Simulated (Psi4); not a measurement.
disiloxane (H₆OSi₂), singlet, at a GFN2-xTB geometry; TPSS/def2-TZVPD (Psi4 1.11).

Input for Psi4:
```
memory 2 GB

molecule mol {
0 1
  Si    1.585546   -0.294653    0.093054
  O    -0.003746   -0.028984   -0.031880
  Si   -1.584141    0.305515   -0.081085
  H     1.996361   -0.923911   -1.160282
  H     2.222422    1.006205    0.290415
  H     1.777237   -1.176698    1.242699
  H    -2.213758   -0.474707    0.982498
  H    -2.047572   -0.094735   -1.407977
  H    -1.724385    1.743647    0.140125
}

set basis def2-tzvpd
set reference rks

energy('tpss')
print_variables()
```

Q: Predict the main parts of the log of this Psi4 run.

A: 
```
   => Loading Basis Set <=

    Name: DEF2-TZVPD
    Role: ORBITAL
    Keyword: BASIS

         ---------------------------------------------------------
                                   SCF
               by Justin Turney, Rob Parrish, Andy Simmonett
                          and Daniel G. A. Smith
                              RKS Reference
         ---------------------------------------------------------

  ==> Geometry <==

    Molecular point group: c1
    Full point group: C1

    Geometry (in Angstrom), charge = 0, multiplicity = 1:

       Center              X                  Y                   Z               Mass
    ------------   -----------------  -----------------  -----------------  -----------------
         SI           1.585677080676    -0.293636459784     0.094168157656    27.976926534650
         O           -0.003614919324    -0.027967459784    -0.030765842344    15.994914619570
         SI          -1.584009919324     0.306531540216    -0.079970842344    27.976926534650
         H            1.996492080676    -0.922894459784    -1.159167842344     1.007825032230
         H            2.222553080676     1.007221540216     0.291529157656     1.007825032230
         H            1.777368080676    -1.175681459784     1.243813157656     1.007825032230
         H           -2.213626919324    -0.473690459784     0.983612157656     1.007825032230
         H           -2.047440919324    -0.093718459784    -1.406862842344     1.007825032230
         H           -1.724253919324     1.744663540216     0.141239157656     1.007825032230

  Running in c1 symmetry.

  Rotational constants: A =      1.41870  B =      0.09525  C =      0.09523 [cm^-1]
  Rotational constants: A =  42531.66462  B =   2855.60974  C =   2854.88701 [MHz]
  Nuclear repulsion =  159.877943702246455

  Charge       = 0
  Multiplicity = 1
  Electrons    = 42
  Nalpha       = 21
  Nbeta        = 21

  ==> Algorithm <==

  SCF Algorithm Type is DF.
  DIIS enabled.
  MOM disabled.
  Fractional occupation disabled.
  Guess Type is SAD.
  Energy threshold   = 1.00e-06
  Density threshold  = 1.00e-06
  Integral threshold = 1.00e-12

  ==> Primary Basis <==

  Basis Set: DEF2-TZVPD
    Blend: DEF2-TZVPD
    Number of shells: 74
    Number of basis functions: 180
    Number of Cartesian functions: 198
    Spherical Harmonics?: true
    Max angular momentum: 3

  ==> DFT Potential <==

   => LibXC <=

    Version 7.1.2
[...]
   @DF-RKS iter   3:  -657.98560903327211   -1.66766e+00   1.16946e-03 ADIIS/DIIS
   @DF-RKS iter   4:  -658.00110639463628   -1.54974e-02   3.41842e-04 ADIIS/DIIS
   @DF-RKS iter   5:  -658.00215819564994   -1.05180e-03   6.08574e-05 DIIS
   @DF-RKS iter   6:  -658.00222715952930   -6.89639e-05   9.53872e-06 DIIS
   @DF-RKS iter   7:  -658.00222848363467   -1.32411e-06   1.73038e-06 DIIS
   @DF-RKS iter   8:  -658.00222855236041   -6.87257e-08   2.29012e-07 DIIS
  Energy and wave function converged.

  ==> Post-Iterations <==

   Electrons on quadrature grid:
      Ntotal   =   41.9999906368 ; deviation = -9.363e-06

    Orbital Energies [Eh]
    ---------------------

    Doubly Occupied:

[...]
    Virtual:

[...]
    Final Occupation by Irrep:
              A
    DOCC [    21 ]
    NA   [    21 ]
    NB   [    21 ]

  @DF-RKS Final Energy:  -658.00222855236041

   => Energetics <=

    Nuclear Repulsion Energy =            159.8779437022464549
    One-Electron Energy =               -1228.2391636211391415
    Two-Electron Energy =                 463.2577626088504417
    DFT Exchange-Correlation Energy =     -52.8987712423182543
    Empirical Dispersion Energy =           0.0000000000000000
    VV10 Nonlocal Energy =                  0.0000000000000000
    Total Energy =                       -658.0022285523604069

Computation Completed

Properties will be evaluated at   0.000000,   0.000000,   0.000000 [a0]

Properties computed using the SCF density matrix

 Multipole Moments:

 ------------------------------------------------------------------------------------
     Multipole            Electronic (a.u.)      Nuclear  (a.u.)        Total (a.u.)
 ------------------------------------------------------------------------------------

 L = 1.  Multiply by 2.5417464519 to convert [e a0] to [Debye]
 Dipole X            :         -0.0087219            0.0104169            0.0016950
 Dipole Y            :         -0.0680017            0.0806756            0.0126739
 Dipole Z            :         -0.0743876            0.0884366            0.0140489
 Magnitude           :                                                    0.0189967

 ------------------------------------------------------------------------------------

  Variable Map:
  ----------------------------------------------------------------------------
[...]
  Array Variable Map:
  ----------------------------------------------------------------------------
[...]
[...]
```
